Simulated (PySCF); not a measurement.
**A ladder of Hamiltonians for Hg⁶²⁺ (mercury, charge +62)**

Occupied: 1s1/2, 2s1/2, 2p1/2, 2p3/2, 3s1/2, 3p1/2, 3p3/2. Hartree-Fock calculated with PySCF 2.14 in an even-tempered Gaussian basis (19 s from 8.8 bohr⁻², ratio 2.3; 16 p from 11 bohr⁻², ratio 2.3), Gaussian nucleus throughout. NR is non-relativistic, sf-X2C the spin-free one-electron X2C Hamiltonian, X2C adds the bare one-electron spin-orbit term, X2C-SNSO screens it by Boettger's factors, DC is four-component Dirac-Coulomb, and the Gaunt term is added at first order (total energies over the DC spinors, levels after relaxing the spinors in that mean field). QED terms are absent. Levels marked empty are virtual spinors of this ion; the basis has s and p functions only, so 3d, which can lie below the n = 4 levels, is absent.

```
   level (eV)        NR    sf-X2C       X2C  X2C-SNSO
        1s1/2  -80363.6  -88421.8  -88389.0  -88390.8
        2s1/2  -17391.2  -19668.1  -19658.5  -19659.0
        2p1/2  -16931.3  -17638.8  -19113.0  -19068.0
        2p3/2  -16931.3  -17638.8  -17069.0  -17082.5
        3s1/2   -7009.8   -7700.0   -7697.1   -7697.3
        3p1/2   -6811.6   -7085.9   -7465.8   -7454.4
        3p3/2   -6811.6   -7085.9   -6935.9   -6939.4
4s1/2 (empty)   -3660.7   -3936.6   -3935.9   -3935.9
4p1/2 (empty)   -3582.9   -3704.9   -3846.6   -3842.3
4p3/2 (empty)   -3582.9   -3704.9   -3648.6   -3649.9
```

**Question.** Where do the four-component calculations put these levels?

**Answer.** 1s1/2: DC -88507.8, DC+Gaunt -88181.0; 2s1/2: DC -19676.3, DC+Gaunt -19638.6; 2p1/2: DC -19079.6, DC+Gaunt -19018.6; 2p3/2: DC -17095.3, DC+Gaunt -17055.3; 3s1/2: DC -7701.5, DC+Gaunt -7692.4; 3p1/2: DC -7457.4, DC+Gaunt -7442.3; 3p3/2: DC -6942.4, DC+Gaunt -6932.3; 4s1/2 (empty): DC -3937.4, DC+Gaunt -3933.9; 4p1/2 (empty): DC -3843.5, DC+Gaunt -3837.8; 4p3/2 (empty): DC -3650.9, DC+Gaunt -3647.1 (eV).

```csv
Hamiltonian,E (hartree),E − E(DC) (hartree),CPU seconds
NR,-14261.1567,1196.4416,0.59
sf-X2C,-15418.4465,39.1518,0.42
X2C,-15451.2110,6.3873,0.42
X2C-SNSO,-15449.4416,8.1567,0.42
DC,-15457.5983,0.0000,30
DC+Gaunt,-15435.8677,21.7306,51
```

Weight of the small component: 1s1/2 0.0926, 2s1/2 0.0217, 2p1/2 0.0216, 2p3/2 0.0193, 3s1/2 0.00823, 3p1/2 0.00812, 3p3/2 0.00750, 4s1/2 0.00405, 4p1/2 0.00401, 4p3/2 0.00377.

Koopmans' value for the highest occupied level at DC+Gaunt: 6932.3 eV, against an ionisation energy of 6933 ± 15 eV (theoretical estimate listed by NIST; NIST Atomic Spectra Database, ionization energies); the former lacks relaxation, correlation, QED and recoil.

The whole ladder took 89 s of wall time on 1 thread of Intel(R) Xeon(R) Platinum 8259CL CPU @ 2.50GHz (shared host), launched as `OMP_NUM_THREADS=1 python relrun2.py TASK.json OUT` (a driver that calls PySCF for each Hamiltonian).
